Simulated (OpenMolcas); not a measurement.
**3d5 along the 23-electron sequence**

```yaml
Program: OpenMolcas 26.06
Method: SS-CASPT2, IPEA 0.25 Eh, imaginary shift 0.1 Eh
Basis: ANO-RCC-VQZP
Scalar_Hamiltonian: DKH2, point nucleus
Spin-orbit_coupling: RASSI with atomic mean-field integrals over the reference wave functions, term energies averaged over their components
```

Active space for each ion: 5 electrons in 10 orbitals (3d 4d); closed shells correlated by CASPT2: 3s 3p.

Computed levels in cm-1 above 6S 5/2:

```json
{"Level": "4G 5/2", "Fe3+": "33380", "Co4+": "38560", "Ni5+": "43170", "Cu6+": "47810"}
{"Level": "4G 7/2", "Fe3+": "33420", "Co4+": "38630", "Ni5+": "43270", "Cu6+": "47950"}
{"Level": "4G 9/2", "Fe3+": "33460", "Co4+": "38670", "Ni5+": "43340", "Cu6+": "48050"}
{"Level": "4G 11/2", "Fe3+": "33460", "Co4+": "38680", "Ni5+": "43340", "Cu6+": "48040"}
{"Level": "4P 5/2", "Fe3+": "36900", "Co4+": "42630", "Ni5+": "47620", "Cu6+": "52630"}
{"Level": "4P 3/2", "Fe3+": "36970", "Co4+": "42740", "Ni5+": "47800", "Cu6+": "52900"}
{"Level": "4P 1/2", "Fe3+": "37040", "Co4+": "42870", "Ni5+": "48020", "Cu6+": "53300"}
{"Level": "4D 7/2", "Fe3+": "40170", "Co4+": "46370", "Ni5+": "51830", "Cu6+": "57410"}
{"Level": "4D 1/2", "Fe3+": "40210", "Co4+": "46470", "Ni5+": "52020", "Cu6+": "57710"}
{"Level": "weight of 6S in the lowest level (%)", "Fe3+": "100", "Co4+": "100", "Ni5+": "100", "Cu6+": "100"}
```

Measured, with the error of the calculation in %. Measured levels: Fe3+ from Corliss and Sugar, J. Phys. Chem. Ref. Data 11, 135 (1982); Co4+ from Sugar and Corliss, J. Phys. Chem. Ref. Data 10, 1097 (1981); Ni5+ from Corliss and Sugar, J. Phys. Chem. Ref. Data 10, 197 (1981); Cu6+ from the list in Gamrath, thesis, University of Mons (2023).

```
  Level          Fe3+          Co4+          Ni5+          Cu6+
4G 11/2  32246 (+3.8)  37218 (+3.9)  41921 (+3.4)              
 4P 5/2  35254 (+4.7)  40753 (+4.6)  45884 (+3.8)  50732 (+3.7)
 4P 3/2  35333 (+4.6)  40891 (+4.5)  46104 (+3.7)  51067 (+3.6)
 4P 1/2  35407 (+4.6)  41024 (+4.5)  46325 (+3.7)  51407 (+3.7)
 4D 7/2  38779 (+3.6)  44709 (+3.7)  50331 (+3.0)  55742 (+3.0)
 4D 1/2  38897 (+3.4)  44908 (+3.5)                56210 (+2.7)
```

4G 5/2 changes by a factor of 1.43 over the same range, with steps per unit of Z of +5180, +4610, +4640 cm-1.

Term energies are means over components that CASPT2 splits; among the terms shown or strongly mixed into the levels shown the widest spread is 58 cm-1 (3d5 4G, Co4+). Active for correlation alone: 4d; no level in the range computed is led by a configuration that fills it, so any true level of that kind is missing. Computed and measured levels are paired by configuration, term and J; levels that our copy of the source lacks, or whose pairing is in doubt (as where it misses far off the trend of its configuration), stay unpaired and out of the deviations. Levels of configurations outside the active space are missing.
